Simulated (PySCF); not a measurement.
# N+: excitation energy

N+ [He] 2s2 2p2 (3P) → N+ [He] 2s2 2p1 3s1 (3P), as a difference of total energies. Computed with PySCF 2.14 in aug-cc-pVQZ with one added diffuse shell each of s, p, d, f, g type (7s6p5d4f3g, 105 functions), with the non-relativistic Hamiltonian (point nucleus). Correlated levels: valence: 1s2 frozen. The calculations carry no spin-orbit coupling.

| method | excitation energy (eV) |
| --- | --- |
| UHF | 18.344 |
| LDA | 18.699 |
| PBE | 18.540 |
| PBE0 | 18.626 |
| r2SCAN | 19.027 |
| BLYP | 18.530 |
| PW91 | 18.616 |
| B97-3 | 18.795 |
| wB97X | 18.856 |
| MP2 (valence) | 18.549 |
| SCS-MP2 (valence) | 18.443 |

Errors of the correlated levels include the incompleteness of this basis and the frozen core.

Task: Which method comes closest to the reference value, and which is furthest?

Result: The reference is 18.464 eV (measured; NIST levels, between the centres of gravity of the two terms). Closest: SCS-MP2 (valence) (error -0.021 eV); furthest: r2SCAN (error 0.563 eV).
